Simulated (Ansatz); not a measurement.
A nudged elastic band was laid between two geometries of ClF3Si + H2S (8 atoms, charge 0, multiplicity 1).

Theory: RKS PBE-D4/def2-SVP in Ansatz.

```
movable images  : 5
climbing image  : yes
spring          : 5.0 eV/Å²
optimiser       : quadratic models (default)
start path      : through a guess of the saddle point
force threshold : 0.05 eV/Å
iteration limit : 60
end points      : relaxed
```

Initial state:

```xyz
8
Properties=species:S:1:pos:R:3
Si 0.362 0.073 -0.028
Cl 0.550 0.150 1.992
F 1.821 -0.123 -0.681
F -0.261 1.424 -0.629
F -0.527 -1.195 -0.480
S -3.172 0.176 1.059
H -2.932 -0.907 0.270
H -2.678 -0.470 2.151
```

Final state:

```xyz
8
Properties=species:S:1:pos:R:3
Si -0.686 -0.131 -0.304
Cl -0.420 0.838 3.059
F 0.482 -0.862 0.566
F -0.179 1.382 -0.539
F -0.720 -0.865 -1.746
S -2.583 -0.291 0.605
H -3.075 -0.856 -0.538
H 0.343 -0.087 2.554
```

Q: What changes between the two ends?

A: Bonds broken: Si1–Cl2, S6–H8. Bonds formed: Si1–S6, Cl2–H8. ClF3Si + H2S becomes ClH + F3HSSi.

Q: What energy profile does the band end with?

A: It converged. The highest image is number 2 of 0 to 6, 1.19 eV above the first end and 0.90 eV above the last; the last end lies 0.29 eV above the first. A vibrational analysis at the climbing image gives one clearly imaginary mode, 392i cm⁻¹: a first-order saddle point. The orbitals stay closed-shell, which can raise the energy where a bond breaks towards radicals; this wasn't checked here.

| image | path coordinate (Å) | energy (eV) | Si1–Cl2 (Å) | S6–H8 (Å) | Si1–S6 (Å) |
| --- | --- | --- | --- | --- | --- |
| 0 | 0.00 | 0.00 | 2.03 | 1.36 | 3.70 |
| 1 | 1.88 | 0.21 | 2.04 | 1.36 | 3.78 |
| 2 | 3.76 | 1.19 | 2.41 | 1.55 | 2.34 |
| 3 | 4.88 | 0.39 | 3.41 | 2.26 | 2.14 |
| 4 | 6.00 | 0.35 | 3.95 | 2.51 | 2.13 |
| 5 | 7.13 | 0.35 | 3.58 | 2.95 | 2.12 |
| 6 | 8.25 | 0.29 | 3.51 | 3.52 | 2.11 |

Q: What is the geometry of the highest image?

A: 
```xyz
8
Properties=species:S:1:pos:R:3
Si -0.354 0.094 -0.111
Cl -0.073 0.662 2.209
F 0.769 -1.054 0.124
F 0.085 1.612 -0.468
F -0.863 -0.381 -1.594
S -2.502 -0.285 0.723
H -2.266 -1.626 0.823
H -1.632 0.106 1.949
```

Q: What are the harmonic wavenumbers there?

A: 392i, 50, 142, 188, 244, 255, 299, 344, 356, 424, 596, 632, 792, 904, 983, 987, 1323, 2603 cm⁻¹.

Run time: 4.8 min on 2 threads of Arm Neoverse V1 (shared host), peak memory 0.15 GiB.
